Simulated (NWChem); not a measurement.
System: BiH2Te2Cl; SMILES [Cl][Bi]([TeH])[TeH]

Here is an NWChem input.

```
start job
memory heap 200 mb stack 900 mb global 1100 mb
geometry units angstroms noautoz
  Bi    -0.850497     0.051894     0.485928
  Cl    -1.942911    -0.149454    -1.746633
  Te     1.111055     2.086371    -0.003335
  H      1.932913     1.128427    -1.090432
  Te     1.088994    -2.025566     0.278936
  H     -0.113234    -3.183649     0.231192
end
basis spherical
  * library def2-svp
end
ecp
  Te library def2-ecp
  Bi library def2-ecp
end
dft
  xc rpbe cpbe96
  iterations 150
  mulliken
end
task dft energy
```

NWChem printed, in part:

```
             Northwest Computational Chemistry Package (NWChem) 7.3.0
             --------------------------------------------------------

 C1  symmetry detected

                             Geometry "geometry" -> ""
                             -------------------------

 Output coordinates in angstroms (scale by  1.889725989 to convert to a.u.)

  No.       Tag          Charge          X              Y              Z
 ---- ---------------- ---------- -------------- -------------- --------------
    1 Bi                  83.0000    -0.85131310    -0.00887044     0.49380442
    2 Cl                  17.0000    -2.24310823    -0.09329250    -1.57356521
    3 Te                  52.0000     0.98948930     2.10163787    -0.12535821
    4 H                    1.0000     1.66565017     1.23676096    -1.37822755
    5 Te                  52.0000     1.07266389    -2.01919296    -0.12038367
    6 H                    1.0000    -0.10578929    -3.20167737    -0.07835278

 Effective nuclear repulsion energy (a.u.)    2547.2903430478

 Summary of "ao basis" -> "ao basis" (spherical)
 ------------------------------------------------------------------------------
       Tag                 Description            Shells   Functions and Types
 ---------------- ------------------------------  ------  ---------------------
 Bi                         def2-svp                10       26   4s4p2d
 Cl                         def2-svp                 8       18   4s3p1d
 Te                         def2-svp                10       26   4s4p2d
 H                          def2-svp                 3        5   2s1p

            General Information
            -------------------
          SCF calculation type: DFT
          Wavefunction type:  closed shell.
          No. of atoms     :     6
          No. of electrons :    90
           Alpha electrons :    45
            Beta electrons :    45
          Charge           :     0
          Spin multiplicity:     1
          Use of symmetry is: off; symmetry adaption is: off
          Maximum number of iterations: 150
          AO basis - number of functions:   106
                     number of shells:    44
          Convergence on energy requested:  1.00D-06
          Convergence on density requested:  1.00D-05
          Convergence on gradient requested:  5.00D-04

              XC Information
              --------------
                          RPBE Exchange Functional  1.000
            Perdew 1991 LDA Correlation Functional  1.000 local
           PerdewBurkeErnz. Correlation Functional  1.000 non-local

             Grid Information
             ----------------
          Grid used for XC integration:  medium
          Radial quadrature: Mura-Knowles
          Angular quadrature: Lebedev.
          Tag              B.-S. Rad. Rad. Pts. Rad. Cut. Ang. Pts.
          ---              ---------- --------- --------- ---------
          Bi                  1.60      123          10.0       590
          Cl                  1.00       88          11.0       590
          Te                  1.40      123          13.0       590
          H                   0.35       45          13.0       434
          Grid pruning is: on
          Number of quadrature shells:   547
          Spatial weights used:  Erf1

      Superposition of Atomic Density Guess
      -------------------------------------

 Sum of atomic energies:       -1328.18852666

      Non-variational initial energy
      ------------------------------

 Total energy =   -1208.094149
 1-e energy   =   -2938.681118
 2-e energy   =    1231.920003
 HOMO         =      -0.247089
 LUMO         =      -0.031585

     ---------------------------------------------
      Total Density - Mulliken Population Analysis
     ---------------------------------------------

    Atom       Charge   Shell Charges
 -----------   ------   -------------------------------------------------------
    1 Bi  23    21.81   2.92 -0.87  1.20  0.65  4.71  1.26  0.99  0.84  9.75  0.35
    2 Cl  17    17.62   2.00  1.99  1.23  0.74  5.94  2.19  3.51  0.01
    3 Te  24    24.42   1.77  0.27  1.20  0.66  2.87  3.16  2.18  2.28  9.84  0.19
    4 H    1     0.87   0.56  0.29  0.02
    5 Te  24    24.41   1.77  0.27  1.20  0.66  2.88  3.16  2.17  2.27  9.84  0.20
    6 H    1     0.88   0.57  0.30  0.02

   convergence    iter        energy       DeltaE   RMS-Dens  Diis-err
 ---------------- ----- ----------------- --------- --------- ---------
 d= 0,ls=0.0,diis     1  -1212.0744147512 -1.71D+03  2.65D-02  6.14D-01
 d= 0,ls=0.0,diis     2  -1211.7058711892  3.69D-01  1.77D-02  2.50D+00
 d= 0,ls=0.0,diis     3  -1212.1678978199 -4.62D-01  3.85D-03  6.28D-02
 d= 0,ls=0.0,diis     4  -1212.1764569899 -8.56D-03  1.92D-03  1.90D-02
 d= 0,ls=0.0,diis     5  -1212.1796243955 -3.17D-03  9.31D-04  2.79D-03
  Resetting Diis
 d= 0,ls=0.0,diis     6  -1212.1802061574 -5.82D-04  2.69D-04  3.81D-04
 d= 0,ls=0.0,diis     7  -1212.1802860977 -7.99D-05  1.73D-04  2.68D-05
 d= 0,ls=0.0,diis     8  -1212.1802696855  1.64D-05  1.29D-04  9.82D-05
 d= 0,ls=0.0,diis     9  -1212.1802907514 -2.11D-05  2.70D-05  3.77D-06
 d= 0,ls=0.0,diis    10  -1212.1802915214 -7.70D-07  6.67D-06  2.18D-07

         Total DFT energy =    -1212.180291521444
      One electron energy =    -2940.327108552898
           Coulomb energy =     1317.373773577445
    Exchange-Corr. energy =      -87.893922199630
 Nuclear repulsion energy =      498.666965653639

 Numeric. integr. density =       90.000000320886

                       DFT Final Molecular Orbital Analysis
                       ------------------------------------

 Vector   43  Occ=2.000000D+00  E=-2.354546D-01
              MO Center= -8.2D-01, -1.8D-01, -6.3D-01, r^2= 6.4D+00
   Bfn.  Coefficient  Atom+Function         Bfn.  Coefficient  Atom+Function
  ----- ------------  ---------------      ----- ------------  ---------------
    39     -0.341182  2 Cl pz                37      0.320669  2 Cl px
    36     -0.239574  2 Cl pz                86      0.230561  5 Te px
    34      0.226206  2 Cl px                 3      0.202335  1 Bi s
    11     -0.198892  1 Bi px                13      0.188848  1 Bi pz
    56      0.189559  3 Te py                 4      0.176527  1 Bi s

 Vector   44  Occ=2.000000D+00  E=-2.070544D-01
              MO Center=  6.9D-01,  3.4D-01, -2.0D-01, r^2= 6.8D+00
   Bfn.  Coefficient  Atom+Function         Bfn.  Coefficient  Atom+Function
  ----- ------------  ---------------      ----- ------------  ---------------
    88      0.329437  5 Te pz                91      0.306035  5 Te pz
    57      0.257556  3 Te pz                55      0.250945  3 Te px
    58      0.234497  3 Te px                60      0.234009  3 Te pz
    56     -0.223411  3 Te py                59     -0.222436  3 Te py
    37      0.180997  2 Cl px                85     -0.130295  5 Te pz

 Vector   45  Occ=2.000000D+00  E=-2.006791D-01
              MO Center=  9.3D-01, -2.3D-01, -1.3D-01, r^2= 6.6D+00
   Bfn.  Coefficient  Atom+Function         Bfn.  Coefficient  Atom+Function
  ----- ------------  ---------------      ----- ------------  ---------------
    88      0.437337  5 Te pz                91      0.417283  5 Te pz
    55     -0.294253  3 Te px                58     -0.278784  3 Te px
    57     -0.241864  3 Te pz                60     -0.232063  3 Te pz
    85     -0.172710  5 Te pz                82     -0.134845  5 Te pz
    52      0.115885  3 Te px                54      0.095437  3 Te pz

 Vector   46  Occ=0.000000D+00  E=-1.072240D-01
              MO Center= -1.8D-01, -5.7D-02,  1.4D-01, r^2= 6.8D+00
   Bfn.  Coefficient  Atom+Function         Bfn.  Coefficient  Atom+Function
  ----- ------------  ---------------      ----- ------------  ---------------
    16      0.519598  1 Bi pz                 3     -0.401451  1 Bi s
    13      0.393317  1 Bi pz                90      0.376204  5 Te py
    58     -0.308252  3 Te px                14     -0.302474  1 Bi px
    37      0.269119  2 Cl px                89     -0.263953  5 Te px
    72      0.234549  4 H  s                 87      0.216835  5 Te py

 Vector   47  Occ=0.000000D+00  E=-9.220443D-02
              MO Center= -1.6D-01,  2.0D-01,  2.1D-01, r^2= 6.6D+00
   Bfn.  Coefficient  Atom+Function         Bfn.  Coefficient  Atom+Function
  ----- ------------  ---------------      ----- ------------  ---------------
    15      0.693236  1 Bi py                12      0.487734  1 Bi py
    59      0.381545  3 Te py                58      0.353227  3 Te px
    90      0.270748  5 Te py                48     -0.262887  3 Te s
     6     -0.229095  1 Bi py                56      0.220776  3 Te py
    55      0.210362  3 Te px                47     -0.202228  3 Te s

 Vector   48  Occ=0.000000D+00  E=-8.023081D-02
              MO Center= -6.7D-01, -4.9D-02,  2.0D-01, r^2= 5.6D+00
   Bfn.  Coefficient  Atom+Function         Bfn.  Coefficient  Atom+Function
  ----- ------------  ---------------      ----- ------------  ---------------
    14      0.667063  1 Bi px                11      0.446330  1 Bi px
    39      0.370559  2 Cl pz                16      0.332572  1 Bi pz
    13      0.273048  1 Bi pz                90     -0.252327  5 Te py
    30      0.242950  2 Cl s                  5     -0.211706  1 Bi px
    91     -0.205690  5 Te pz                59      0.201371  3 Te py

     ---------------------------------------------
      Total Density - Mulliken Population Analysis
     ---------------------------------------------

    Atom       Charge   Shell Charges
 -----------   ------   -------------------------------------------------------
    1 Bi  23    22.50   2.94 -0.86  1.42  0.42  4.72  1.29  1.47  0.95  9.70  0.47
    2 Cl  17    17.32   2.00  1.98  1.26  0.73  5.93  2.11  3.29  0.01
    3 Te  24    24.14   1.77  0.28  1.35  0.53  2.89  3.15  2.18  1.94  9.80  0.25
    4 H    1     0.96   0.68  0.26  0.02
    5 Te  24    24.11   1.77  0.28  1.35  0.53  2.89  3.15  2.17  1.91  9.80  0.25
    6 H    1     0.98   0.69  0.28  0.02

     -------------------------------------------
      Total Density - Lowdin Population Analysis
     -------------------------------------------

    Atom       Charge   Shell Charges
 -----------   ------   -------------------------------------------------------
    1 Bi  23    22.71   1.48  0.49  1.13  0.74  4.08  1.68  1.50  1.32  9.31  0.98
    2 Cl  17    17.19   2.00  1.96  1.08  0.85  5.82  2.25  3.22  0.01
    3 Te  24    24.02   1.23  0.75  1.05  0.74  2.74  3.18  2.10  2.16  9.54  0.53
    4 H    1     1.03   0.60  0.39  0.05
    5 Te  24    24.00   1.23  0.75  1.05  0.74  2.74  3.18  2.09  2.15  9.54  0.54
    6 H    1     1.04   0.60  0.39  0.05

     Multipole analysis of the density
     ---------------------------------

     L   x y z        total         alpha         beta         nuclear
     -   - - -        -----         -----         ----         -------
     0   0 0 0     -0.000000    -45.000000    -45.000000     90.000000

     1   1 0 0      0.126378      6.357397      6.357397    -12.588417
     1   0 1 0     -0.078085      1.639252      1.639252     -3.356590
     1   0 0 1      1.026320     22.006424     22.006424    -42.986528

     2   2 0 0    -73.069521   -315.262181   -315.262181    557.454840
     2   1 1 0      0.765974     -6.861086     -6.861086     14.488147
     2   1 0 1     -5.579997    -77.732783    -77.732783    149.885570
     2   0 2 0    -70.112690   -420.350279   -420.350279    770.587868
     2   0 1 1      0.714308     -0.450075     -0.450075      1.614459
     2   0 0 2    -72.849162   -126.295463   -126.295463    179.741765
```

Level: RPBE/def2-SVP with def2 effective core potentials on Te, Bi. The geometry was optimised at PBE0/def2-SVP. Not confirmed as a minimum by frequencies. def2 effective core potentials on Te, Bi; no spin-orbit coupling.
